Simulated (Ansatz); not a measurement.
`Cl[Si](Cl)(Cl)Cc1ccc(-c2cnc(-c3ccccc3)nc2)cc1` with charge +1. Charge 1, multiplicity 2. Geometry PBE-D4/def2-SVP, that of the neutral singlet; atoms count from 1.

```xyz
36

Cl   -6.438    0.478   -1.496
Si   -6.024    2.498   -1.332
Cl   -7.630    3.567   -2.081
Cl   -5.781    2.963    0.667
C    -4.466    2.929   -2.297
C    -3.253    2.213   -1.765
C    -2.930    0.911   -2.202
C    -1.830    0.228   -1.673
C    -1.014    0.817   -0.681
C     0.147    0.096   -0.128
C     0.160   -1.305    0.064
N     1.208   -1.969    0.549
C     2.302   -1.246    0.879
C     3.475   -1.977    1.415
C     3.420   -3.376    1.600
C     4.530   -4.065    2.102
C     5.707   -3.368    2.424
C     5.769   -1.975    2.242
C     4.661   -1.282    1.741
N     2.399    0.097    0.753
C     1.345    0.743    0.257
C    -1.345    2.119   -0.240
C    -2.445    2.800   -0.769
H    -4.357    4.032   -2.239
H    -4.671    2.671   -3.358
H    -3.548    0.428   -2.974
H    -1.585   -0.774   -2.057
H    -0.740   -1.904   -0.171
H     2.488   -3.899    1.341
H     4.478   -5.156    2.245
H     6.580   -3.912    2.818
H     6.691   -1.427    2.492
H     4.685   -0.193    1.590
H     1.450    1.836    0.128
H    -0.746    2.595    0.551
H    -2.690    3.807   -0.396
```

Single mean-field runs in def2-TZVP are fitted with def2-universal-jkfit.

Problem. Estimate the Mulliken populations of the heavy atoms from the PBE0/def2-TZVP orbitals of Ansatz.

Solution. 
```tsv
atom	charge (e)	spin (α − β)
Cl1	-0.17	0.00
Si2	0.61	0.02
Cl3	-0.15	0.01
Cl4	-0.17	0.00
C5	-0.42	0.00
C6	0.24	0.17
C7	-0.19	-0.02
C8	-0.19	0.06
C9	0.19	0.10
C10	0.13	0.14
C11	-0.08	0.01
N12	-0.20	0.04
C13	0.32	0.03
C14	0.09	0.12
C15	-0.16	0.06
C16	-0.10	-0.03
C17	-0.04	0.19
C18	-0.10	-0.03
C19	-0.16	0.06
N20	-0.20	0.04
C21	-0.08	0.01
C22	-0.19	0.06
C23	-0.19	-0.02
```
Mulliken values and Mayer orders depend strongly on the basis.

Problem. Where does the spin sit?

Solution. Summed by element: Cl 0.01, Si 0.02, C 0.90, N 0.08, H -0.01, of 1 unpaired in all. Largest on single atoms: C17 0.19, C6 0.17, C10 0.14.

Problem. And the Mayer bond orders between bonded heavy atoms (over 0.3)?

Solution. Cl1–Si2 1.19 (2.07 Å); Si2–Cl3 1.23 (2.07 Å); Si2–Cl4 1.20 (2.07 Å); Si2–C5 0.99 (1.88 Å); C5–C6 0.94 (1.51 Å); C6–C7 1.31 (1.41 Å); C6–C23 1.31 (1.41 Å); C7–C8 1.53 (1.40 Å); C8–C9 1.27 (1.41 Å); C9–C10 0.99 (1.47 Å); C9–C22 1.27 (1.41 Å); C10–C11 1.25 (1.41 Å); C10–C21 1.25 (1.41 Å); C11–N12 1.61 (1.33 Å); N12–C13 1.32 (1.35 Å); C13–C14 1.06 (1.48 Å); C13–N20 1.32 (1.35 Å); C14–C15 1.29 (1.41 Å); C14–C19 1.29 (1.41 Å); C15–C16 1.49 (1.40 Å); C16–C17 1.35 (1.41 Å); C17–C18 1.35 (1.41 Å); C18–C19 1.49 (1.40 Å); N20–C21 1.61 (1.33 Å); C22–C23 1.53 (1.40 Å).
